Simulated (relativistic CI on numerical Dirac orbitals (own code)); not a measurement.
## d1 to d9 in one octahedral field

Computed with a parametric ligand-field model without spin-orbit coupling, by exact diagonalisation: B = 930, C = 3940, 10Dq = 21000 cm⁻¹ (Oh; |10Dq|/B = 22.6) for every shell. Energies in cm⁻¹; the field energy is (0.6 n_e − 0.4 n_t2) × 10Dq of the ground term; g labels are left out.

```tsv
Shell	Ground term	Electrons in e	Field energy	First spin-allowed bands	Lowest term of other spin
d1	2T2	0.000	-8400	2E 21000	
d2	3T1	0.033	-16115	3T2 19234, 3T1 31419	1T2 13980
d3	4A2	0.000	-25200	4T2 21000, 4T1 30048	2E 18601
d4	5E	1.000	-12600	5T2 21000	3T1 2605
d5	6A1	2.000	0	none	2T2 8115
d6	1A1	0.061	-49118	1T1 18696, 1T2 29681	5T2 8379
d7	2E	1.048	-36802	2T1 18493, 2T2 19256	4T1 2117
d8	3A2	2.000	-25200	3T2 21000, 3T1 30048	1E 15080
d9	2E	3.000	-12600	2T2 21000
```

Low spin: d6, d7; the other shells keep the spin of the free ion. Only d4 to d7 can choose; the field needed to pair spins is smallest for d6 and largest for d5, which loses most exchange energy. In the strong-field picture 10Dq must exceed about 6B + 5C = 25280 (d4), 7.5B + 5C = 26675 (d5), 2.5B + 4C = 18085 (d6) and 4B + 4C = 19480 (d7); mixing of terms shifts these bounds somewhat.
